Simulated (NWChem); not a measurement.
System: C2H6ClFSi; SMILES CC[Si@@H](F)Cl

NWChem printed, in part:

```
             Northwest Computational Chemistry Package (NWChem) 7.3.0
             --------------------------------------------------------

 C1  symmetry detected

                             Geometry "geometry" -> ""
                             -------------------------

 Output coordinates in angstroms (scale by  1.889725989 to convert to a.u.)

  No.       Tag          Charge          X              Y              Z
 ---- ---------------- ---------- -------------- -------------- --------------
    1 C                    6.0000    -0.96213948     1.97391256     0.64575074
    2 C                    6.0000    -0.29248229     1.50938043    -0.64981121
    3 Si                  14.0000     0.54228240    -0.18956387    -0.49885149
    4 F                    9.0000     1.68421307    -0.06535029     0.63496505
    5 Cl                  17.0000    -0.73615991    -1.59114776     0.14442849
    6 H                    1.0000    -1.74796920     1.28340717     0.94373432
    7 H                    1.0000    -1.40595040     2.95860036     0.51273642
    8 H                    1.0000    -0.23518650     2.03325520     1.45251002
    9 H                    1.0000     0.45370985     2.24901556    -0.94522975
   10 H                    1.0000    -1.03727251     1.49118826    -1.44705383
   11 H                    1.0000     1.26524646    -0.62366585    -1.67838342

 Effective nuclear repulsion energy (a.u.)     302.2090953952

                                Z-matrix (autoz)
                                --------

 Units are Angstrom for bonds and degrees for angles

      Type          Name      I     J     K     L     M      Value
      ----------- --------  ----- ----- ----- ----- ----- ----------
    1 Stretch                  1     2                       1.53059
    2 Stretch                  1     6                       1.08771
    3 Stretch                  1     7                       1.08824
    4 Stretch                  1     8                       1.08759
    5 Stretch                  2     3                       1.89896
    6 Stretch                  2     9                       1.09139
    7 Stretch                  2    10                       1.09116
    8 Stretch                  3     4                       1.61399
    9 Stretch                  3     5                       2.00316
   10 Stretch                  3    11                       1.44997
   11 Bend                     1     2     3               113.36396
   12 Bend                     1     2     9               108.81830
   13 Bend                     1     2    10               108.95769
   14 Bend                     2     1     6               110.81225
   15 Bend                     2     1     7               110.46209
   16 Bend                     2     1     8               110.60995
   17 Bend                     2     3     4               107.33813
   18 Bend                     2     3     5               111.77520
   19 Bend                     2     3    11               114.98411
   20 Bend                     3     2     9               109.10410
   21 Bend                     3     2    10               110.07294
   22 Bend                     4     3     5               106.24841
   23 Bend                     4     3    11               103.98897
   24 Bend                     5     3    11               111.71415
   25 Bend                     6     1     7               108.25601
   26 Bend                     6     1     8               108.31987
   27 Bend                     7     1     8               108.29380
   28 Bend                     9     2    10               106.27241
   29 Torsion                  1     2     3     4         -60.86725
   30 Torsion                  1     2     3     5          55.25934
   31 Torsion                  1     2     3    11        -176.00900
   32 Torsion                  3     2     1     6         -61.22596
   33 Torsion                  3     2     1     7         178.80508
   34 Torsion                  3     2     1     8          58.92001
   35 Torsion                  4     3     2     9          60.56465
   36 Torsion                  4     3     2    10         176.81399
   37 Torsion                  5     3     2     9         176.69124
   38 Torsion                  5     3     2    10         -67.05942
   39 Torsion                  6     1     2     9         177.18197
   40 Torsion                  6     1     2    10          61.71021
   41 Torsion                  7     1     2     9          57.21302
   42 Torsion                  7     1     2    10         -58.25874
   43 Torsion                  8     1     2     9         -62.67206
   44 Torsion                  8     1     2    10        -178.14382
   45 Torsion                  9     2     3    11         -54.57709
   46 Torsion                 10     2     3    11          61.67225

                           NWChem Geometry Optimization
                           ----------------------------

 maximum gradient threshold         (gmax) =   0.000450
 rms gradient threshold             (grms) =   0.000300
 maximum cartesian step threshold   (xmax) =   0.001800
 rms cartesian step threshold       (xrms) =   0.001200
 fixed trust radius                (trust) =   0.300000
 source of zmatrix                         =   autoz

          -------------------
          Energy Minimization
          -------------------

 Using diagonal initial Hessian
 Scaling for Hessian diagonals: bonds = 1.00  angles = 0.25  torsions = 0.10

          --------
          Step   0

                                 NWChem DFT Module
                                 -----------------

 Summary of "ao basis" -> "ao basis" (spherical)
 ------------------------------------------------------------------------------
       Tag                 Description            Shells   Functions and Types
 ---------------- ------------------------------  ------  ---------------------
 C                          def2-svp                 6       14   3s2p1d
 Si                         def2-svp                 8       18   4s3p1d
 F                          def2-svp                 6       14   3s2p1d
 Cl                         def2-svp                 8       18   4s3p1d
 H                          def2-svp                 3        5   2s1p

            General Information
            -------------------
          SCF calculation type: DFT
          Wavefunction type:  closed shell.
          No. of atoms     :    11
          No. of electrons :    58
           Alpha electrons :    29
            Beta electrons :    29
          Charge           :     0
          Spin multiplicity:     1
          Use of symmetry is: off; symmetry adaption is: off
          Maximum number of iterations: 150
          AO basis - number of functions:   108
                     number of shells:    52
          Convergence on energy requested:  1.00D-06
          Convergence on density requested:  1.00D-05
          Convergence on gradient requested:  5.00D-04

              XC Information
              --------------
                         PBE0 Method XC Functional
                     Hartree-Fock (Exact) Exchange  0.250
          PerdewBurkeErnzerhof Exchange Functional  0.750
            Perdew 1991 LDA Correlation Functional  1.000 local
           PerdewBurkeErnz. Correlation Functional  1.000 non-local

[...]

      ----------------------
      Optimization converged
      ----------------------

  Step       Energy      Delta E   Gmax     Grms     Xrms     Xmax
  ---- ---------------- -------- -------- -------- -------- --------
@   14    -928.64307151 -1.1D-07  0.00003  0.00001  0.00038  0.00101
                                     ok       ok       ok       ok

                                Z-matrix (autoz)
                                --------

 Units are Angstrom for bonds and degrees for angles

      Type          Name      I     J     K     L     M      Value     Gradient
      ----------- --------  ----- ----- ----- ----- ----- ---------- ----------
    1 Stretch                  1     2                       1.52712   -0.00002
    2 Stretch                  1     6                       1.10062    0.00001
    3 Stretch                  1     7                       1.10045    0.00000
    4 Stretch                  1     8                       1.10061    0.00000
    5 Stretch                  2     3                       1.85839    0.00003
    6 Stretch                  2     9                       1.10514   -0.00001
    7 Stretch                  2    10                       1.10461   -0.00001
    8 Stretch                  3     4                       1.62286   -0.00001
    9 Stretch                  3     5                       2.06267   -0.00000
   10 Stretch                  3    11                       1.48388   -0.00002
   11 Bend                     1     2     3               114.72621   -0.00001
   12 Bend                     1     2     9               111.02016   -0.00000
   13 Bend                     1     2    10               111.05737    0.00000
   14 Bend                     2     1     6               111.19537   -0.00000
   15 Bend                     2     1     7               111.34863    0.00001
   16 Bend                     2     1     8               111.28002   -0.00000
   17 Bend                     2     3     4               109.33423   -0.00001
   18 Bend                     2     3     5               110.07405   -0.00000
   19 Bend                     2     3    11               114.18278    0.00000
   20 Bend                     3     2     9               106.67874    0.00001
   21 Bend                     3     2    10               107.07255    0.00000
   22 Bend                     4     3     5               107.02403    0.00000
   23 Bend                     4     3    11               107.57115    0.00001
   24 Bend                     5     3    11               108.38713   -0.00000
   25 Bend                     6     1     7               107.73187   -0.00000
   26 Bend                     6     1     8               107.43973    0.00000
   27 Bend                     7     1     8               107.65532   -0.00000
   28 Bend                     9     2    10               105.77980    0.00000
   29 Torsion                  1     2     3     4         -59.47269    0.00000
   30 Torsion                  1     2     3     5          57.82138    0.00000
   31 Torsion                  1     2     3    11         179.97873   -0.00000
   32 Torsion                  3     2     1     6         -59.45508    0.00000
   33 Torsion                  3     2     1     7        -179.60705    0.00000
   34 Torsion                  3     2     1     8          60.28076    0.00000
   35 Torsion                  4     3     2     9          63.90921   -0.00000
   36 Torsion                  4     3     2    10         176.80061    0.00001
   37 Torsion                  5     3     2     9        -178.79672   -0.00000
   38 Torsion                  5     3     2    10         -65.90532    0.00001
   39 Torsion                  6     1     2     9         179.51694    0.00000
   40 Torsion                  6     1     2    10          62.12192   -0.00000
   41 Torsion                  7     1     2     9          59.36496    0.00000
   42 Torsion                  7     1     2    10         -58.03005   -0.00000
   43 Torsion                  8     1     2     9         -60.74723    0.00000
   44 Torsion                  8     1     2    10        -178.14224   -0.00000
   45 Torsion                  9     2     3    11         -56.63937   -0.00001
   46 Torsion                 10     2     3    11          56.25202    0.00000

                         Geometry "geometry" -> "geometry"
                         ---------------------------------

 Output coordinates in angstroms (scale by  1.889725989 to convert to a.u.)

[...]

 Rotational Constants
 --------------------
 A=   0.120104 cm-1  (  0.172799 K)
 B=   0.076821 cm-1  (  0.110526 K)
 C=   0.058030 cm-1  (  0.083491 K)

 Temperature                      =   298.15K
 frequency scaling parameter      =   1.0000

 Zero-Point correction to Energy  =   49.809 kcal/mol  (  0.079375 au)
 Thermal correction to Energy     =   54.185 kcal/mol  (  0.086349 au)
 Thermal correction to Enthalpy   =   54.777 kcal/mol  (  0.087293 au)

 Total Entropy                    =   83.599 cal/mol-K
   - Translational                =   40.038 cal/mol-K (mol. weight = 111.9911)
   - Rotational                   =   27.489 cal/mol-K (symmetry #  =        1)
   - Vibrational                  =   16.072 cal/mol-K

 Cv (constant volume heat capacity) =   23.150 cal/mol-K
   - Translational                  =    2.979 cal/mol-K
   - Rotational                     =    2.979 cal/mol-K
   - Vibrational                    =   17.191 cal/mol-K

[normal modes left out]

 ----------------------------------------------------------------------------
 Normal Eigenvalue ||           Projected Infra Red Intensities
  Mode   [cm**-1]  || [atomic units] [(debye/angs)**2] [(KM/mol)] [arbitrary]
 ------ ---------- || -------------- ----------------- ---------- -----------
    1       -0.000 ||    0.000160           0.004         0.156       0.063
    2       -0.000 ||    0.000382           0.009         0.372       0.149
    3        0.000 ||    0.000321           0.007         0.313       0.126
    4        0.000 ||    0.000457           0.011         0.445       0.179
    5        0.000 ||    0.000656           0.015         0.639       0.257
    6        0.000 ||    0.000074           0.002         0.073       0.029
    7       65.118 ||    0.000074           0.002         0.072       0.029
    8      141.423 ||    0.003967           0.092         3.868       1.552
    9      163.932 ||    0.000639           0.015         0.623       0.250
   10      243.936 ||    0.007134           0.165         6.955       2.791
   11      264.784 ||    0.001373           0.032         1.338       0.537
   12      410.330 ||    0.027744           0.640        27.046      10.852
   13      540.363 ||    0.062087           1.432        60.525      24.286
   14      656.808 ||    0.011564           0.267        11.273       4.523
   15      681.388 ||    0.005912           0.136         5.763       2.312
   16      821.017 ||    0.218422           5.039       212.928      85.437
   17      828.773 ||    0.045064           1.040        43.930      17.627
   18      910.280 ||    0.154796           3.571       150.903      60.549
   19      976.624 ||    0.041417           0.956        40.375      16.201
   20      985.775 ||    0.024687           0.570        24.066       9.657
   21     1065.773 ||    0.015177           0.350        14.795       5.936
   22     1244.810 ||    0.004081           0.094         3.978       1.596
   23     1268.753 ||    0.005707           0.132         5.563       2.232
   24     1392.989 ||    0.002321           0.054         2.263       0.908
   25     1420.059 ||    0.007203           0.166         7.021       2.817
   26     1475.301 ||    0.008508           0.196         8.294       3.328
   27     1477.736 ||    0.008318           0.192         8.108       3.253
   28     2287.363 ||    0.130328           3.007       127.051      50.979
   29     3052.996 ||    0.008344           0.192         8.134       3.264
   30     3060.700 ||    0.021780           0.502        21.232       8.519
   31     3107.952 ||    0.002524           0.058         2.461       0.987
   32     3154.594 ||    0.011971           0.276        11.670       4.683
   33     3158.690 ||    0.010462           0.241        10.199       4.092
 ----------------------------------------------------------------------------
```

Level: PBE0/def2-SVP. 

Task: Which NWChem input produces such a log?

Result: One answer among several that fit: the input that was run:
```
start job
memory heap 200 mb stack 900 mb global 1100 mb
geometry units angstroms
  C     -2.323374    -0.531104     0.120782
  C     -1.345743    -0.474875    -1.055563
  Si     0.346764     0.252086    -0.594065
  F      0.097980     1.761982    -0.080942
  Cl     1.184451    -0.729665     0.937962
  H     -1.935802    -1.164669     0.915454
  H     -3.281809    -0.934529    -0.200032
  H     -2.490590     0.463620     0.527483
  H     -1.787567     0.126367    -1.852077
  H     -1.223250    -1.479667    -1.463028
  H      1.269823     0.405901    -1.701639
end
basis spherical
  * library def2-svp
end
dft
  xc pbe0
  iterations 150
end
driver
  maxiter 120
end
task dft optimize
task dft freq
```
